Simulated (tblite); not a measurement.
Compound: C7H7OS (doublet state).
Cartesian coordinates in Å at the GFN2-xTB level; atoms count from 1:
```xyz
16
C7H7OS angstrom
C      2.6307    0.3387    0.7689
O      1.6784   -0.6993    0.7470
C      0.3995   -0.4013    0.4101
C     -0.4953   -1.4818    0.4072
C     -1.8243   -1.2895    0.0788
C     -2.2916   -0.0335   -0.2519
C     -1.4058    1.0505   -0.2520
S     -1.9705    2.6237   -0.6607
C     -0.0593    0.8626    0.0801
H      2.7442    0.7986   -0.2177
H      3.5699   -0.1294    1.0591
H      2.3673    1.1083    1.5010
H     -0.1167   -2.4574    0.6656
H     -2.5015   -2.1300    0.0811
H     -3.3259    0.1279   -0.5116
H      0.5933    1.7207    0.0677
```

Calculated harmonic vibrations of the isolated species, GFN2-xTB (tblite), most abundant isotopes, no scaling. Against measured fundamentals such values can be off by several per cent, at times by over 20. One conformer, not necessarily the lowest. Open shells enter through the occupations alone, without spin polarisation, and single modes of such species can be off by tens of per cent.

Harmonic wavenumbers (cm⁻¹): 100.6, 149.2, 170.4, 203.1, 256.3, 309.0, 396.8, 403.7, 432.9, 531.6, 537.1, 635.9, 672.1, 773.7, 838.6, 874.2, 885.8, 917.3, 974.5, 1061.3, 1091.1, 1111.3, 1120.2, 1155.6, 1174.1, 1231.1, 1257.8, 1330.7, 1394.0, 1402.4, 1442.6, 1469.0, 1480.7, 1531.9, 1558.8, 2938.7, 2951.1, 3029.3, 3090.0, 3107.0, 3112.5, 3116.2.

A = 2332, B = 997.9, C = 701.9 MHz; mass 139.022 u (most abundant isotopes); point group Cs, symmetry number 1; spin multiplicity 2.

Zero-point energy?

½Σν̃ = 26110 cm⁻¹ = 74.65 kcal/mol.

Give the ideal-gas entropy at 400 K and 1 bar in the rigid-rotor, harmonic-oscillator model (classical rotation).

Translation 42.19, rotation 30.54, vibration 28.60, spin (R ln 2) 1.38: S = 102.7 cal/(mol K).

And Cp and H(400 K) − H(0)?

Cp = 42.28 cal/(mol K), of which vibrations give 34.33 (their classical limit is 42 R = 83.5); H(400 K) − H(0) = 9.73 kcal/mol without the zero-point energy, 6.55 from vibrations.

Blend soft modes into free rotors: weight 1/[1 + (100 cm⁻¹/ν̃)⁴] for the oscillator and the rest for a rotor with moment μB/(μ + B), μ = h/(8π²ν), B = 10⁻⁴⁴ kg m². What vibrational entropy results?

28.04 cal/(mol K) in place of 28.60, which changes −T·S at 400 K by +0.22 kcal/mol.

Which modes carry the vibrational entropy at 400 K?

100.6 cm⁻¹: 4.02; 149.2 cm⁻¹: 3.25; 170.4 cm⁻¹: 2.99; 203.1 cm⁻¹: 2.65; 256.3 cm⁻¹: 2.22; 309.0 cm⁻¹: 1.88 cal/(mol K); the other 36 give 11.59 together.

How do the functions run with temperature in this model?

```json
{"T (K)": "150", "S (cal/(mol K))": "73.9", "Cp (cal/(mol K))": "19.8", "H − H(0) (kcal/mol)": "1.93", "G − H(0) (kcal/mol)": "-9.15", "ln q(vib)": "1.34"}
{"T (K)": "250", "S (cal/(mol K))": "86.2", "Cp (cal/(mol K))": "28.9", "H − H(0) (kcal/mol)": "4.37", "G − H(0) (kcal/mol)": "-17.17", "ln q(vib)": "3.15"}
{"T (K)": "298.15", "S (cal/(mol K))": "91.6", "Cp (cal/(mol K))": "33.4", "H − H(0) (kcal/mol)": "5.87", "G − H(0) (kcal/mol)": "-21.45", "ln q(vib)": "4.09"}
{"T (K)": "600", "S (cal/(mol K))": "122.6", "Cp (cal/(mol K))": "55.8", "H − H(0) (kcal/mol)": "19.63", "G − H(0) (kcal/mol)": "-53.93", "ln q(vib)": "10.32"}
{"T (K)": "900", "S (cal/(mol K))": "147.8", "Cp (cal/(mol K))": "68.0", "H − H(0) (kcal/mol)": "38.37", "G − H(0) (kcal/mol)": "-94.61", "ln q(vib)": "16.36"}
```

q(vib) and H(0) count from the zero-point level.

What must be added to the electronic energy to get the Gibbs energy at 400 K and 1 bar?

ZPE + [H(400 K) − H(0)] − T·S = 74.65 + 9.73 − 41.08 = 43.30 kcal/mol.

Hindered rotation and anharmonicity are outside this model. Other conformers, if any are populated, would add a mixing term that is left out.

Hardware: an Arm Neoverse V1 with one thread, on a shared host. Cost: 0.67 s. This covers the Hessian and the dipole derivatives.
